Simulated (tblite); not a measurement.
Species: C5H14BBrN2.
Numbering: `[CH3:1][CH2:2][C:3]([CH3:4])([CH3:5])[NH:6][B:7]([NH2:8])[Br:9]` (hydrogens: H10, H11, H12 on C1; H13, H14 on C2; H15, H16, H17 on C4; H18, H19, H20 on C5; H21 on N6; H22, H23 on N8)

Computed with GFN2-xTB (tblite), gas phase: L-BFGS steps from a force-field or distance-geometry start until the largest atomic force falls under 0.01 eV/Å.

Step 118: E = -792.3097 eV
```
atom  x, y, z in Å  |  force x, y, z in eV/Å
C1     -1.6644    1.3388    0.6129    0.042  -0.039   0.041
C2     -1.4094    0.3011   -0.4726    0.045   0.011  -0.014
C3     -0.2701   -0.6817   -0.1382    0.026  -0.053  -0.005
C4     -0.6804   -1.5982    1.0188   -0.010   0.016   0.053
C5      0.0522   -1.5646   -1.3551    0.005  -0.017   0.009
N6      0.9363    0.0301    0.2871    0.042   0.021  -0.093
B7      1.6567    1.0997   -0.2542   -0.029  -0.033  -0.107
N8      2.8273    1.5572    0.3694    0.070  -0.052  -0.042
Br9     1.1651    2.0196   -1.8667    0.051  -0.066   0.121
H10    -2.4145    2.0482    0.2702    0.022  -0.015   0.044
H11    -2.0219    0.8654    1.5262    0.040   0.106  -0.006
H12    -0.7428    1.8841    0.8226   -0.162  -0.012   0.085
H13    -1.1659    0.8324   -1.3900   -0.042  -0.069  -0.095
H14    -2.3184   -0.2715   -0.6509   -0.033  -0.064  -0.034
H15     0.0396   -2.4040    1.1523    0.028   0.001  -0.065
H16    -0.7219   -1.0324    1.9446   -0.113   0.017   0.082
H17    -1.6546   -2.0401    0.8263    0.009   0.014   0.026
H18     0.1769   -0.9737   -2.2585   -0.022   0.041   0.014
H19    -0.7464   -2.2876   -1.5109    0.030   0.074  -0.059
H20     0.9802   -2.1063   -1.1717   -0.049  -0.019  -0.022
H21     1.3327   -0.3987    1.1092    0.059   0.060   0.004
H22     3.3556    2.3361    0.0163    0.039  -0.026   0.024
H23     3.2831    1.0732    1.1228   -0.050   0.106   0.038
```

Step 119: E = -792.3151 eV
```
atom  x, y, z in Å  |  force x, y, z in eV/Å
C1     -1.6652    1.3373    0.6193   -0.037  -0.044  -0.026
C2     -1.4080    0.3046   -0.4713   -0.040  -0.017  -0.038
C3     -0.2730   -0.6824   -0.1346    0.039  -0.015  -0.065
C4     -0.6850   -1.5998    1.0219    0.032   0.023  -0.014
C5      0.0536   -1.5559   -1.3566    0.032  -0.075   0.037
N6      0.9355    0.0263    0.2861    0.056  -0.064   0.070
B7      1.6594    1.0840   -0.2632    0.155   0.118  -0.033
N8      2.8277    1.5554    0.3623    0.073  -0.057  -0.043
Br9     1.1796    1.9897   -1.8779    0.013  -0.015   0.015
H10    -2.4214    2.0413    0.2772    0.074   0.023   0.043
H11    -2.0268    0.8663    1.5306    0.031   0.031   0.018
H12    -0.7464    1.8785    0.8381   -0.110   0.057   0.059
H13    -1.1669    0.8342   -1.3945   -0.043  -0.094   0.033
H14    -2.3211   -0.2656   -0.6507    0.025  -0.046  -0.023
H15     0.0393   -2.4038    1.1520   -0.002   0.026  -0.042
H16    -0.7303   -1.0336    1.9488   -0.118  -0.023   0.033
H17    -1.6558   -2.0446    0.8187    0.009   0.018   0.063
H18     0.1944   -0.9596   -2.2551   -0.051   0.016   0.052
H19    -0.7441   -2.2763   -1.5224   -0.005   0.071  -0.088
H20     0.9756   -2.1052   -1.1646   -0.033  -0.017  -0.039
H21     1.3331   -0.3920    1.1149    0.002   0.061  -0.038
H22     3.3503    2.3384    0.0068   -0.002  -0.060   0.009
H23     3.2904    1.0902    1.1243   -0.100   0.083   0.016
```

Step 120: E = -792.3180 eV
```
atom  x, y, z in Å  |  force x, y, z in eV/Å
C1     -1.6638    1.3373    0.6254   -0.019  -0.030  -0.016
C2     -1.4098    0.3052   -0.4672   -0.026  -0.024  -0.004
C3     -0.2750   -0.6845   -0.1325    0.043   0.017  -0.040
C4     -0.6912   -1.6064    1.0203    0.032   0.040  -0.027
C5      0.0600   -1.5500   -1.3585    0.009  -0.045   0.017
N6      0.9310    0.0263    0.2952    0.121  -0.017   0.054
B7      1.6619    1.0757   -0.2678    0.102   0.043   0.023
N8      2.8261    1.5577    0.3565    0.103  -0.008  -0.077
Br9     1.1928    1.9599   -1.8980    0.005  -0.024   0.022
H10    -2.4204    2.0419    0.2875    0.058   0.035   0.020
H11    -2.0226    0.8716    1.5401    0.024  -0.008   0.017
H12    -0.7450    1.8792    0.8433   -0.102   0.052   0.042
H13    -1.1699    0.8359   -1.3892   -0.028  -0.081   0.018
H14    -2.3228   -0.2634   -0.6475    0.002  -0.056  -0.017
H15     0.0358   -2.4082    1.1483   -0.009   0.023  -0.024
H16    -0.7444   -1.0438    1.9507   -0.100  -0.043  -0.014
H17    -1.6604   -2.0531    0.8111    0.029   0.023   0.059
H18     0.2100   -0.9466   -2.2522   -0.064  -0.002   0.084
H19    -0.7360   -2.2690   -1.5392   -0.007   0.080  -0.073
H20     0.9796   -2.1006   -1.1637   -0.011  -0.032  -0.028
H21     1.3206   -0.3799    1.1356   -0.030   0.084  -0.096
H22     3.3483    2.3361   -0.0140   -0.025  -0.109   0.043
H23     3.2902    1.1060    1.1257   -0.105   0.081   0.016
```

Problem. Estimate the geometry and energy of step 121. (The exact step hangs on the optimiser's Hessian estimate; all steps are aligned on step 120, rigid shifts and turns removed.)

Solution. E = -792.3220 eV, largest force 0.126 eV/Å
```
atom  x, y, z in Å  |  force x, y, z in eV/Å
C1     -1.6691    1.3339    0.6282    0.032  -0.006   0.030
C2     -1.4111    0.3037   -0.4667    0.028  -0.019   0.057
C3     -0.2752   -0.6870   -0.1326    0.035   0.084   0.028
C4     -0.6946   -1.6057    1.0232    0.020   0.051  -0.031
C5      0.0621   -1.5504   -1.3590   -0.012   0.017  -0.012
N6      0.9330    0.0244    0.2945    0.085   0.067  -0.065
B7      1.6687    1.0721   -0.2705    0.027  -0.044   0.081
N8      2.8319    1.5581    0.3498    0.045  -0.073  -0.041
Br9     1.2028    1.9507   -1.8957   -0.039   0.024  -0.090
H10    -2.4223    2.0414    0.2942    0.011   0.058  -0.037
H11    -2.0304    0.8771    1.5462    0.017  -0.077  -0.002
H12    -0.7535    1.8791    0.8550   -0.082   0.025  -0.002
H13    -1.1726    0.8350   -1.3873    0.001  -0.040  -0.006
H14    -2.3187   -0.2677   -0.6531   -0.064  -0.076   0.002
H15     0.0353   -2.4047    1.1485   -0.017   0.009   0.014
H16    -0.7588   -1.0463    1.9572   -0.042  -0.050  -0.091
H17    -1.6634   -2.0538    0.8137    0.044   0.012   0.031
H18     0.2216   -0.9408   -2.2466   -0.064   0.012   0.066
H19    -0.7336   -2.2632   -1.5565   -0.047   0.055  -0.042
H20     0.9774   -2.1047   -1.1657    0.039  -0.068   0.007
H21     1.3191   -0.3749    1.1356    0.014   0.013   0.027
H22     3.3503    2.3327   -0.0254    0.042   0.002  -0.013
H23     3.2962    1.1183    1.1231   -0.072   0.026   0.089
```

The energy changes by -0.0040 eV. The first-order estimate −F·Δx gives -0.0078 eV and the mean of the old and new forces, exact on a quadratic surface, -0.0040 eV. The step makes an angle of 67° with the force vector and moves no atom by more than 0.018 Å.

What follows is the cost of the whole relaxation. Hardware: an Arm Neoverse N1 with one thread, no GPU, shared host with 64 logical CPUs at a one-minute load of 62. Cost: 3.0 s wall.
